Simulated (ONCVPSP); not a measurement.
# How hard is this Ti ONCV potential?

```json
{
  "Element": "Ti",
  "Generator": "ONCVPSP 4.0.1",
  "Type": "optimised norm-conserving Vanderbilt (ONCV)",
  "Functional": "PBE",
  "Relativity": "scalar-relativistic",
  "Frozen core": "[Ne]",
  "Valence charge": "12",
  "Reference configuration": "3s2 3p6 3d2 4s2",
  "Partial waves": "3s+4s: rc 2.00 bohr, ncon 3, nbas 8, qcut 5.6 1/bohr, 2 projectors; 3p: rc 1.10 bohr, ncon 4, nbas 8, qcut 8.4 1/bohr, 2 projectors, debl 1.1 Ha; 3d: rc 1.75 bohr, ncon 4, nbas 9, qcut 9.6 1/bohr, 2 projectors, debl 1.4 Ha",
  "Local potential": "polynomial inside 0.90 bohr (lpopt 2, dvloc0 0 Ha)",
  "Core correction": "none"
}
```

In the p channel the program set the typed energies aside and used -1.428, 0.250 Ha.

Problem. For each optimised wave give the share of its norm inside rc, the residual kinetic energy above qcut (Ha) and the cutoffs (Ha) for errors of 10, 1, 0.1 and 0.01 mHa per electron.

Solution.

| wave | norm inside rc | residual KE | 10 mHa | 1 mHa | 0.1 mHa | 0.01 mHa |
| --- | --- | --- | --- | --- | --- | --- |
| 3s | 0.984 | 1.1e-07 | 6.1 | 8.2 | 10.1 | 11.5 |
| 4s | 0.093 | 1.8e-06 | 4.2 | 6.2 | 7.8 | 12.9 |
| 3p | 0.573 | 2.1e-04 | 14.3 | 19.7 | 58.9 | 160.8 |
| p projector 2 | 0.065 | 4.6e-05 | 12.0 | 16.5 | 30.4 | 62.5 |
| 3d | 0.659 | 2.4e-07 | 25.7 | 31.9 | 36.7 | 40.6 |
| d projector 2 | 0.094 | 8.4e-07 | 25.5 | 32.5 | 37.8 | 42.0 |

The occupied waves need 32 Ha and 59 Ha for 1 and 0.1 mHa. 1 of 4 tests not solved or not reliable.
